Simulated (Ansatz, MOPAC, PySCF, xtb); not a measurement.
Complex: HF (SMILES F) (first 2 atoms) with C2H4 (SMILES C=C); geometry from B3LYP-D3(BJ)/def2-TZVP, rigid monomers moved along the line of their centres of mass till H2···C4 is 2.55 Å.
(charge 0, multiplicity 1):
```xyz
8

F     -0.0440     0.3998    -0.2698
H     -0.0182     0.2834     0.6584
C      0.4160    -0.5716     3.0195
C     -0.3172     0.5252     3.1773
H     -0.0385    -1.5492     2.9139
H      1.4984    -0.5341     2.9992
H      0.1376     1.5017     3.2922
H     -1.3994     0.4866     3.2068
```

Interaction energies are E(AB) − E(A) − E(B) at the monomers' geometry in the complex; basis-set methods are counterpoise corrected. Rows marked so take none.

Cores are frozen in the correlated methods. CBS(a, b) extrapolates the correlation energy as X⁻³ and adds the Hartree–Fock energy of set b. Rows in 6-31G* carry no dispersion term and start afresh at each structure (6-31G* with six Cartesian d functions). MP2/6-31G* freezes PySCF's default core. The state reached by PM6 isn't checked.

Run with Ansatz (Gaussian basis) for Hartree–Fock, density functionals and correlated methods; MOPAC for PM6 (differences of heats of formation); PySCF for 6-31G* rows; xtb for the GFN methods. 

| level | interaction energy (meV) |
|---|---|
| PM6 | -60.4 |
| GFN1-xTB | -114.8 |
| HF/aug-cc-pVDZ | -139.4 |
| PBE/def2-TZVPPD | -185.6 |
| BP86/6-31G* (no counterpoise) | -186.6 |
| PBE0/def2-TZVPPD | -184.6 |
| MP2/6-31G* | -152.1 |
| MP2/aug-cc-pVTZ | ? |
| MP2/CBS(aug-cc-pVDZ, aug-cc-pVTZ) | -183.0 |

Problem. What belongs in the gaps?

Solution. 
- MP2/aug-cc-pVTZ, interaction energy (meV): -177.5

Ansatz is an electronic-structure program.
